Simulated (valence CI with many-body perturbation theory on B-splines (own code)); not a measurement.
## Mo¹⁰⁺: electric-dipole lines

Level of theory: configuration interaction combined with many-body perturbation theory (CI+MBPT): four valence electrons over a frozen Dirac-Fock core [Ar] 3d10, a basis of 11 s, 11 p, 10 d, 8 f, 5 g, 2 h functions for each j, with the one-electron correlation potential Σ1, the two-electron term Σ2, the three-electron term Σ3, Breit, model QED; selected CI, second order for the rest, scaled by the run's own slope (own B-spline code, finite nucleus).

No measured levels were compared; by estimate levels hold to about 250 cm⁻¹ or 0.2 % of their energy and the worst to 1 %, as in measured heavy ions of charge 2 to 7; those with d or f electrons hold less well. Among the levels kept, up to 780 cm⁻¹ of a level comes from second order outside the variational space, and about a tenth of that is noise between levels of different J, which matters for small intervals.

Lines 151 to 200 of 544 in falling wavelength, among levels below 965910 cm⁻¹, chosen from the strongest by gf and those to the six lowest levels. Wavelengths and rates use the calculated energies, so an error of 600 cm⁻¹ moves a line at 353.2 Å by 0.21 % and its rate by three times that or more. Electric multipoles are in the length gauge, E1 and E2 with the static RPA response of the core. Weak lines are less certain than strong ones. Lines between different terms over intervals too small for the method are left out, as are lines whose strength nearly cancels. Where a level lies close to another of its J and parity, the split of strength between their lines is uncertain. The highest levels of a list are the least certain.

Names give the largest LS component (configuration and term), which can be under half, so a name can repeat, a term be missing and a line seem to break the LS rules; names also repeat where a configuration has a term twice. Letters in brackets count levels of one name in rising energy.

| λ vac (Å) | Upper | Lower | A (s⁻¹) | log gf | Branch % |
| --- | --- | --- | --- | --- | --- |
| 353.2 | 4p⁴ ¹D_2 | 4s4p³ ³D°_3 | 2.34e+09 | -0.66 | 23.5 |
| 353.1 | 4p⁴ ³P_1 | 4s4p³ ³D°_2 | 5.93e+09 | -0.48 | 37.3 |
| 352.7 | 4s4p²4d ¹D_2 [a] | 4s²4p4d ¹D°_2 | 1.98e+09 | -0.73 | 2.2 |
| 351.8 | 4p⁴ ³P_1 | 4s4p³ ³D°_1 | 3.40e+09 | -0.72 | 21.4 |
| 350.3 | 4s4p²4d ³F_3 [b] | 4s²4p4d ³F°_3 | 4.65e+09 | -0.22 | 6.8 |
| 349.1 | 4s4p³ ³P°_1 | 4s²4p² ³P_0 | 1.45e+09 | -1.10 | 21.7 |
| 348.5 | 4p³4d ⁵D°_3 | 4s4p²4d ⁵F_3 | 2.95e+09 | -0.42 | 16.0 |
| 347.7 | 4p³4d ³F°_4 [a] | 4s4p²4d ⁵F_5 | 2.15e+09 | -0.46 | 21.5 |
| 346.0 | 4s4p²4d ³F_2 [b] | 4s²4p4d ³F°_2 | 4.83e+09 | -0.36 | 6.4 |
| 342.8 | 4p³4d ³D°_3 [a] | 4s4p²4d ⁵F_4 | 1.75e+09 | -0.67 | 13.4 |
| 341.8 | 4p³4d ³F°_3 [a] | 4s4p²4d ⁵F_4 | 1.92e+09 | -0.63 | 15.9 |
| 341.4 | 4s4p³ ¹D°_2 | 4s²4p² ³P_2 | 1.54e+09 | -0.87 | 13.4 |
| 340.2 | 4s4p²4d ³D_1 [b] | 4s²4p4d ³F°_2 | 5.29e+09 | -0.56 | 8.1 |
| 340.2 | 4s4p²4d ³F_4 [c] | 4s²4p4d ³F°_4 | 1.38e+10 | 0.33 | 55.0 |
| 340.2 | 4p³4d ⁵D°_2 | 4s4p²4d ⁵F_3 | 4.33e+09 | -0.43 | 18.4 |
| 339.8 | 4p³4d ¹F°_3 | 4s4p²4d ¹G_4 | 6.44e+09 | -0.11 | 26.2 |
| 338.9 | 4s4p²4d ³F_3 [c] | 4s²4p4d ³F°_3 | 1.62e+09 | -0.71 | 2.0 |
| 338.9 | 4s4p²4d ¹P_1 [b] | 4s²4p4d ³D°_2 | 5.61e+09 | -0.54 | 4.4 |
| 338.2 | 4s4p²4d ¹D_2 [c] | 4s²4p4d ¹F°_3 | 7.80e+09 | -0.17 | 7.4 |
| 337.9 | 4s4p²4d ¹D_2 [b] | 4s²4p4d ¹D°_2 | 3.60e+09 | -0.51 | 14.8 |
| 337.4 | 4s4p²4d ¹P_1 [a] | 4s²4p4d ³F°_2 | 7.03e+09 | -0.44 | 13.9 |
| 337.1 | 4p³4d ⁵D°_1 | 4s4p²4d ⁵F_2 | 5.96e+09 | -0.52 | 21.2 |
| 334.0 | 4s4p²4d ³P_2 [b] | 4s²4p4d ³F°_3 | 8.22e+09 | -0.16 | 12.2 |
| 333.9 | 4p³4d ⁵D°_2 | 4s4p²4d ⁵F_2 | 5.19e+09 | -0.36 | 22.1 |
| 333.5 | 4p³4d ⁵D°_1 | 4s4p²4d ⁵F_1 | 6.73e+09 | -0.47 | 23.9 |
| 333.2 | 4s4p²4d ³D_3 [c] | 4s²4p4d ³F°_3 | 5.53e+09 | -0.19 | 13.6 |
| 333.0 | 4p³4d ³D°_3 [a] | 4s4p²4d ⁵F_3 | 1.73e+09 | -0.70 | 13.2 |
| 332.0 | 4p³4d ³F°_3 [a] | 4s4p²4d ⁵F_3 | 1.69e+09 | -0.71 | 14.0 |
| 331.5 | 4s4p²4d ³D_3 [d] | 4s²4p4d ³F°_4 | 1.56e+10 | 0.26 | 24.3 |
| 330.8 | 4s4p²4d ¹D_2 [a] | 4s²4p4d ³P°_2 | 4.60e+09 | -0.42 | 5.2 |
| 330.6 | 4s4p³ ¹D°_2 | 4s²4p² ³P_1 | 2.01e+08 | -1.78 | 1.7 |
| 330.6 | 4s4p²4d ³P_2 [c] | 4s²4p4d ³D°_3 | 2.34e+10 | 0.28 | 15.8 |
| 330.5 | 4s²4p4f ³F_2 | 4s²4p4d ¹F°_3 | 1.03e+10 | -0.07 | 10.6 |
| 328.7 | 4s4p²4d ³D_2 [c] | 4s²4p4d ³F°_3 | 1.43e+10 | 0.06 | 25.6 |
| 326.8 | 4s²4p4f ³G_3 [b] | 4s²4p4d ¹F°_3 | 1.73e+09 | -0.71 | 2.0 |
| 326.1 | 4s4p²4d ³F_2 [c] | 4s²4p4d ³F°_2 | 5.94e+09 | -0.32 | 6.5 |
| 325.6 | 4p³4d ³D°_1 [b] | 4s4p²4d ³F_2 [a] | 4.77e+09 | -0.64 | 11.8 |
| 325.1 | 4s4p²4d ¹P_1 [b] | 4s²4p4d ¹D°_2 | 8.78e+09 | -0.38 | 6.9 |
| 324.8 | 4s4p³ ³S°_1 | 4s²4p² ³P_2 | 3.31e+10 | 0.20 | 60.8 |
| 324.3 | 4p³4d ³F°_4 [c] | 4s4p²4d ³F_4 [a] | 1.29e+09 | -0.74 | 9.1 |
| 323.0 | 4s4p²4d ³D_3 [e] | 4s²4p4d ³F°_4 | 1.13e+10 | 0.09 | 17.9 |
| 321.9 | 4s4p³ ¹P°_1 | 4s²4p² ¹D_2 | 3.11e+10 | 0.16 | 68.5 |
| 321.5 | 4p⁴ ³P_2 | 4s4p³ ⁵S°_2 | 3.01e+08 | -1.63 | 2.2 |
| 320.4 | 4p³4d ³D°_3 [b] | 4s4p²4d ³F_4 [a] | 2.04e+09 | -0.66 | 5.7 |
| 319.1 | 4s4p²4d ³S_1 [a] | 4s²4p4d ³F°_2 | 7.18e+09 | -0.48 | 10.5 |
| 318.8 | 4s4p²4d ³P_2 [c] | 4s²4p4d ¹D°_2 | 5.56e+09 | -0.37 | 3.8 |
| 318.6 | 4s4p²4d ³P_1 [c] | 4s²4p4d ³D°_2 | 2.04e+10 | -0.03 | 14.4 |
| 317.8 | 4s4p²4d ¹D_2 [b] | 4s²4p4d ³P°_2 | 3.62e+09 | -0.56 | 14.9 |
| 316.9 | 4p³4d ³D°_2 [b] | 4s4p²4d ³F_3 [a] | 3.16e+09 | -0.62 | 7.2 |
| 315.5 | 4s4p²4d ¹P_1 [b] | 4s²4p4d ³D°_1 | 5.27e+09 | -0.63 | 4.1 |
